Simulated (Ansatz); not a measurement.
Gas-phase electronic energies from Ansatz, PBE0-D4/def2-TZVP geometries. CCSD(T)/CBS adds triple-zeta CCSD(T) − MP2 to the extrapolated MP2 energy (def2 sets, frozen cores). Functionals use def2-TZVPP. B3LYP here is the variant with VWN-RPA as its local correlation; programs differ in this. Each species was taken in one conformer, which may not be the lowest.

`C[SiH2][SiH2]CF` + `FB(S)O[SiH3]` → `C[SiH2]B(F)S` + `FC[SiH2]O[SiH3]`  (redistribution)

```json
{"level": "B3LYP-D4", "ΔE (kJ/mol)": "40.6"}
{"level": "ωB97X-V", "ΔE (kJ/mol)": "40.9"}
{"level": "ωB97M-V", "ΔE (kJ/mol)": "39.8"}
{"level": "PBE", "ΔE (kJ/mol)": "48.8"}
{"level": "B3LYP", "ΔE (kJ/mol)": "40.3"}
{"level": "HF/def2-TZVPP", "ΔE (kJ/mol)": "36.7"}
{"level": "SCS-MP2/def2-TZVPP", "ΔE (kJ/mol)": "35.1"}
{"level": "HF/def2-QZVPP", "ΔE (kJ/mol)": "35.0"}
```

Task: What does CCSD(T)/CBS give? (Best estimate.)

Result: Computed: +37.6 kJ/mol. The listed levels differ from it by 3.0, 3.3, 2.2, 11.2, 2.7, -0.9, -2.5, -2.6 kJ/mol.

Largest T1 diagnostic among the species: 0.013.

CCSD(T)/CBS has its own doubt, a few kJ/mol and more with outer-core shells, so smaller differences from it don't rank the levels.
